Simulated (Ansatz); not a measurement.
# Energy profile

The step: CH₆Ge ([CH3][GeH3]) + HF → CH₅FGe ([CH3][GeH2][F]) + H₂; bonds formed: Ge1–F7, H2–H6; bonds broken: Ge1–H2, H6–F7 (atoms numbered as in the saddle structure below).

Ge1  (-0.455, 0.055, -0.585)
H2  (-0.510, 1.833, -0.041)
H3  (-0.241, -0.427, -2.024)
H4  (-1.990, 0.216, -0.405)
C5  (0.280, -0.995, 0.863)
H6  (0.371, 1.773, -0.353)
F7  (1.303, 1.130, -0.874)
H8  (-0.225, -1.962, 0.899)
H9  (0.119, -0.484, 1.813)
H10  (1.347, -1.138, 0.707)
(Å)

Electronic energies by CCSD(T) at an estimated basis limit (MP2 extrapolated from triple and quadruple zeta, plus CCSD(T) − MP2 in triple zeta), on PBE0-D4/def2-TZVP structures; CH7FGe, singlet; no counterpoise correction. Ansatz 0.2.0; basis: def2-TZVPP and def2-QZVPP; cores frozen in the correlated methods. Filled d shells of the heavier atoms are correlated. The def2 sets are not built for correlating such inner shells, so the correlated values are less sure here. Extrapolation: Hartree–Fock as exp(−7.88 √X), correlation as X^−2.97.

Question: Give the profile in kcal/mol, counted from the separated reactants. (Judge from chemistry; the value comes from the calculation.)

Answer: Computed:
```tsv
point	kcal/mol
separated: CH6Ge (linked as [CH3][GeH3]; Ge1, H2, H3, H4, C5, H8, H9, H10; singlet) + HF (H6, F7; singlet)	0.00
start structure	-2.18
saddle	39.35
end structure	-10.59
separated: CH5FGe (linked as [CH3][GeH2][F]; Ge1, H3, H4, C5, F7, H8, H9, H10; singlet) + H2 (H2, H6; singlet)	-9.80
```

The T1 diagnostic stays at or below 0.013.

For scale, one of the runs: CCSD(T)/def2-TZVPP, 208 basis functions, launched by `ansatz run in.yaml --threads 4 --pin off --events-out ev --progress --plain --max-ram 9574MiB`. The run took 100 s on 4 CPU threads of an Intel Xeon (shared host), with 2.9 GiB of host memory at its peak.
